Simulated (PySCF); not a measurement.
All values below come from PBE0-D4/def2-TZVP (PySCF). Gas-phase values, no solvent. Delta-SCF ions had no search for a lower state. 

Reference species (SMILES): `C(=NC)=C` (neutral, multiplicity 1).

```
Quantity                                  Value
--------------------------------------  -------
HOMO–LUMO gap                           6.80 eV
vertical ionisation energy (Delta-SCF)  8.83 eV
```

Changed species: `C#CNC`.

Question: Predict the effect on the HOMO–LUMO gap and vertical ionisation energy (Delta-SCF).

Answer: the HOMO–LUMO gap increases by 0.27 eV, to 7.07 eV; the vertical ionisation energy (Delta-SCF) drops by 0.36 eV, to 8.47 eV.
